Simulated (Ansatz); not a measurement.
## Redistribution: CHBr3 + CHCl2I → CHBr2I + CHBrCl2

Species: CHBr3 (bromoform) `BrC(Br)Br`, singlet; CHCl2I (dichloroiodomethane) `ClC(Cl)I`, singlet; CHBr2I (dibromoiodomethane) `BrC(Br)I`, singlet; CHBrCl2 (bromodichloromethane) `ClC(Cl)Br`, singlet. The partners trade Br for I; both sit on C, so the bond types are kept.

Shapes, held fixed at every level: PBE0-D4/def2-TZVP. Programs: Ansatz 0.2.0. The zero-point and thermal change to 298 K, harmonic and unscaled (PBE0-D4/def2-TZVP), is 0.0 kJ/mol.

(1) Estimate ΔH(298 K) of this reaction.

Results:

(1) The highest level, CCSD(T)/def2-TZVPP, gives ΔH(298 K) = -2.0 kJ/mol; the levels span -2.9 to -0.8. That is about zero within the method's error. The column of differences is taken from that level and isn't an error. No measured value is set beside it here. For atoms past krypton def2 sets carry core potentials with scalar relativity. Relativity is left out for Br. Outer-core shells of Br, I are correlated in most correlated rows, in sets that cover them unevenly. Times are processor times on shared x86 and Arm servers, and rough.

```csv
level,kind,ΔH(298 K) (kJ/mol),less CCSD(T)/def2-TZVPP,CPU time (sum over the molecules)
HF/def2-SVP,Hartree–Fock,-2.6,-0.6,–
PBE-D4/def2-TZVPP,GGA,-0.8,+1.2,28 s
r2SCAN-D4/def2-TZVPP,meta-GGA,-0.9,+1.1,61 s
r2SCAN0-D4/def2-TZVPP,global hybrid,-1.3,+0.7,70 s
wB97X-V/def2-TZVPP,range-separated hybrid,-1.7,+0.3,95 s
CCSD(T)/def2-SVP,coupled cluster or CI,-2.9,-0.9,69 s
CCSD(T)/def2-TZVPP,coupled cluster or CI,-2.0,0.0,14 min
```
